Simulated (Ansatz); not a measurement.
Species: CuH (charge +1, doublet). The spin state was set by rule; other spins were not relaxed. 
Geometry from a B3LYP-D3(BJ)/def2-TZVP (Ansatz, a quantum-chemistry and plane-wave program) optimisation:
```
Cu
H 1 1.5088
```
Charge +1, spin multiplicity 2.

Total electronic energies in hartree. Valence correlation only, unless marked. UHF or UKS for open shells. No spin-orbit coupling. The frozen core is the preceding noble-gas configuration, with the filled d and f shells of earlier blocks. Non-relativistic. FCI takes restricted orbitals. CBS(X,Y): correlation extrapolated as X^-3; Hartree-Fock from the larger set. The program attaches cautions to a run behind SCS-MP2/STO-3G: large difference. The program attaches cautions to a run behind CCSD/STO-3G: large difference.

The Hartree-Fock reference is unstable (checked in the largest basis), which strains HF and MP2. 

```tsv
level	program	energy (Eh)
HF/6-31G*	Ansatz	-1638.92354
RI-HF/def2-TZVPPD	Ansatz	-1639.19907
SVWN5/def2-TZVPD	Ansatz	-1637.96199
revPBE-D4/def2-TZVPD	Ansatz + dftd4	-1640.64813
B3LYP-D3(BJ)/def2-TZVPD	Ansatz + dftd3	-1640.79211
PBE0/STO-3G	Ansatz	-1621.72334
PBE0/def2-TZVP	Ansatz	-1640.49573
HSE06-D3(BJ)/def2-TZVPD	Ansatz + dftd3	-1640.49393
HSE06/def2-TZVPD	Ansatz	-1640.49371
B2GP-PLYP-D4/def2-TZVPD	Ansatz + dftd4	-1640.31455
MP2/6-31G	Ansatz	-1639.09315
RI-MP2/def2-QZVPP	Ansatz	-1639.66472
RI-MP2/CBS(def2-TZVPP,def2-QZVPP)	Ansatz	-1639.6827
SCS-MP2/STO-3G	Ansatz	-1620.83426
SCS-MP2/6-31G	Ansatz	-1639.07815
CCSD/STO-3G	Ansatz	-1620.84345
CCSD/def2-SVPD	Ansatz	-1639.21888
CCSD/def2-TZVPP	Ansatz	-1639.60389
CCSD/def2-QZVPP	Ansatz	-1639.66774
CCSD(T)/def2-SVP	Ansatz	-1639.22520
CCSD(T)/def2-QZVPP	Ansatz	-1639.68685
FCI/STO-3G	Ansatz	-1620.83917
```

Totals of different functionals don't rank their quality; only differences between species are comparable.
